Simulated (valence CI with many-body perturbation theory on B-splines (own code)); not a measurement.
# Forbidden lines of Au⁷³⁺

Computed by configuration interaction combined with many-body perturbation theory (CI+MBPT): four valence electrons over a frozen Dirac-Fock core [He], radial functions for each j: 11 s, 11 p, 10 d, 8 f, 5 g, 2 h, with the one-electron correlation potential Σ1, the two-electron term Σ2, the three-electron term Σ3, Breit, model QED; selected CI, second order for the rest, scaled by the run's own slope (own B-spline code, finite nucleus).

No measured spectrum was set against this ion. As an estimate, large intervals hold to a few tenths of a per cent, small ones and those within an open d or f shell to about a per cent. Among the levels kept, up to 1300 cm⁻¹ of a level comes from second order outside the variational space, and about a tenth of that is noise between levels of different J, which matters for small intervals.

Lines 51 to 94 of 94 in falling wavelength, among levels below 17345 eV, chosen from the decays that carry over 1 % of a level's rate. Wavelengths and rates use the calculated energies. Electric multipoles are in the length gauge, E1 and E2 with the static RPA response of the core. Weak lines are less certain than strong ones. Lines between different terms over intervals too small for the method are left out, as are lines whose strength nearly cancels. The highest levels of a list are the least certain.

Levels are named by their leading jj configuration (3d3/2^4 stands for four electrons in 3d with j = 3/2), which in mixed levels can hold well under half, so a name can repeat and another be missing. Letters in brackets count levels of one name in rising energy.

| λ vac (Å) | Upper | Lower | Type | A (s⁻¹) | Branch % |
| --- | --- | --- | --- | --- | --- |
| 0.9651 | (2s 2p3/2^2 3p3/2) J=0 | (2s 2p1/2 2p3/2^2) J=2 [b] | E2 | 2.72e+12 | 6.2 |
| 0.9649 | (2s^2 2p1/2 3p3/2) J=2 | (2s^2 2p1/2^2) J=0 | E2 | 2.18e+12 | 26.3 |
| 0.9640 | (2s 2p3/2^2 3p3/2) J=2 [c] | (2s 2p1/2 2p3/2^2) J=1 [b] | E2 | 7.55e+11 | 1.1 |
| 0.9636 | (2s 2p3/2^2 3p3/2) J=2 [c] | (2s 2p1/2 2p3/2^2) J=2 [b] | E2 | 1.09e+12 | 1.6 |
| 0.9634 | (2s^2 2p3/2 3p3/2) J=3 | (2s^2 2p1/2 2p3/2) J=2 | E2 | 1.12e+12 | 7.7 |
| 0.9633 | (2s^2 2p3/2 3p3/2) J=1 | (2s^2 2p1/2 2p3/2) J=2 | E2 | 2.37e+12 | 13.9 |
| 0.9630 | (2s 2p3/2^2 3p3/2) J=4 | (2s 2p1/2 2p3/2^2) J=2 [a] | E2 | 1.87e+12 | 16.2 |
| 0.9620 | (2s^2 2p3/2 3p3/2) J=3 | (2s^2 2p1/2 2p3/2) J=1 | E2 | 1.64e+12 | 11.3 |
| 0.9620 | (2s^2 2p3/2 3p3/2) J=1 | (2s^2 2p1/2 2p3/2) J=1 | E2 | 2.73e+11 | 1.6 |
| 0.9608 | (2s^2 2p3/2 3p3/2) J=2 | (2s^2 2p1/2 2p3/2) J=2 | E2 | 1.91e+12 | 11.9 |
| 0.9595 | (2s^2 2p3/2 3p3/2) J=2 | (2s^2 2p1/2 2p3/2) J=1 | E2 | 8.25e+11 | 5.2 |
| 0.9586 | (2s^2 2p3/2 3p3/2) J=0 | (2s^2 2p1/2 2p3/2) J=2 | E2 | 2.69e+12 | 13.7 |
| 0.9506 | (2s 2p1/2 2p3/2 3d5/2) J=5 | (2s 2p1/2^2 2p3/2) J=2 | E3 | 2.19e+10 | 8.5 |
| 0.9495 | (2s 2p3/2^2 3d5/2) J=5 | (2s 2p1/2 2p3/2^2) J=3 | M2 | 5.88e+10 | 1.2 |
| 0.9465 | (2s^2 2p3/2 3d5/2) J=4 | (2s^2 2p1/2 2p3/2) J=2 | M2 | 9.85e+10 | 11.4 |
| 0.9452 | (2s^2 2p3/2 3d5/2) J=4 | (2s^2 2p1/2 2p3/2) J=1 | E3 | 1.45e+10 | 1.7 |
| 0.9385 | (2p1/2^2 2p3/2 3d3/2) J=2 | (2s 2p1/2^2 2p3/2) J=1 | E2 | 5.25e+12 | 2.1 |
| 0.9384 | (2s 2p1/2 2p3/2 3d3/2) J=3 [a] | (2s^2 2p1/2 2p3/2) J=1 | E2 | 6.73e+12 | 1.1 |
| 0.9379 | (2p1/2^2 2p3/2 3d3/2) J=3 | (2s 2p1/2^2 2p3/2) J=1 | E2 | 7.64e+12 | 7.4 |
| 0.9373 | (2s 2p1/2 2p3/2 3d3/2) J=4 | (2s^2 2p1/2 2p3/2) J=2 | E2 | 9.16e+12 | 17.7 |
| 0.9365 | (2s 2p1/2^2 3d3/2) J=2 | (2s^2 2p1/2^2) J=0 | E2 | 9.96e+12 | 2.6 |
| 0.9317 | (2s 2p1/2 2p3/2 3d3/2) J=3 [c] | (2s^2 2p1/2 2p3/2) J=2 | E2 | 4.89e+12 | 2.9 |
| 0.9317 | (2p1/2^2 2p3/2 3d3/2) J=2 | (2s 2p1/2^2 2p3/2) J=2 | E2 | 9.98e+12 | 4.0 |
| 0.9311 | (2p1/2^2 2p3/2 3d3/2) J=3 | (2s 2p1/2^2 2p3/2) J=2 | E2 | 7.45e+12 | 7.2 |
| 0.9309 | (2s 2p1/2 2p3/2 3d3/2) J=2 [c] | (2s^2 2p1/2 2p3/2) J=1 | E2 | 2.80e+12 | 1.0 |
| 0.9308 | (2s 2p1/2 2p3/2 3d5/2) J=4 [a] | (2s^2 2p1/2 2p3/2) J=2 | E2 | 8.60e+11 | 1.6 |
| 0.9308 | (2p1/2^2 2p3/2 3d3/2) J=1 | (2s 2p1/2^2 2p3/2) J=2 | E2 | 1.39e+13 | 2.3 |
| 0.9304 | (2p1/2^2 2p3/2 3d3/2) J=0 | (2s 2p1/2^2 2p3/2) J=2 | E2 | 1.52e+13 | 29.1 |
| 0.9275 | (2s 2p3/2^2 3d5/2) J=4 | (2s^2 2p3/2^2) J=2 | E2 | 6.28e+12 | 49.9 |
| 0.9253 | (2s 2p1/2 2p3/2 3d5/2) J=2 [b] | (2s^2 2p1/2 2p3/2) J=2 | E2 | 1.88e+13 | 1.0 |
| 0.9247 | (2s 2p3/2^2 3d5/2) J=1 | (2s^2 2p3/2^2) J=2 | E2 | 1.82e+13 | 1.1 |
| 0.9247 | (2s 2p1/2^2 3d5/2) J=2 | (2s^2 2p1/2^2) J=0 | E2 | 2.04e+13 | 1.0 |
| 0.9246 | (2s 2p3/2^2 3d5/2) J=0 | (2s^2 2p3/2^2) J=2 | E2 | 3.00e+13 | 1.4 |
| 0.9243 | (2s 2p1/2 2p3/2 3d5/2) J=1 [b] | (2s^2 2p1/2 2p3/2) J=2 | E2 | 2.15e+13 | 1.1 |
| 0.9216 | (2p1/2^2 2p3/2 3d5/2) J=4 | (2s 2p1/2^2 2p3/2) J=2 | E2 | 1.56e+13 | 50.2 |
| 0.9211 | (2s 2p1/2 2p3/2 3d5/2) J=4 [c] | (2s^2 2p1/2 2p3/2) J=2 | E2 | 1.08e+13 | 1.5 |
| 0.9203 | (2s 2p1/2 2p3/2 3d5/2) J=3 [c] | (2s^2 2p1/2 2p3/2) J=1 | E2 | 1.08e+13 | 2.1 |
| 0.8556 | (2s^2 2p1/2 4p1/2) J=0 | (2s^2 2p1/2 2p3/2) J=2 | E2 | 1.42e+12 | 1.0 |
| 0.8405 | (2s 2p1/2^2 4f7/2) J=3 | (2s 2p1/2^2 2p3/2) J=1 | E2 | 8.44e+12 | 2.0 |
| 0.8352 | (2s 2p1/2^2 4f7/2) J=4 | (2s 2p1/2^2 2p3/2) J=2 | E2 | 9.36e+12 | 2.2 |
| 0.8343 | (2s^2 2p1/2 4f7/2) J=4 | (2s^2 2p1/2 2p3/2) J=2 | E2 | 9.40e+12 | 2.2 |
| 0.8333 | (2s^2 2p1/2 4f7/2) J=3 | (2s^2 2p1/2 2p3/2) J=1 | E2 | 8.12e+12 | 1.9 |
| 0.7446 | (2s^2 2p1/2 4p3/2) J=2 | (2s^2 2p1/2^2) J=0 | E2 | 9.05e+11 | 1.1 |
| 0.7395 | (2s^2 2p1/2 4f5/2) J=2 | (2s^2 2p1/2^2) J=0 | E2 | 9.07e+12 | 2.0 |
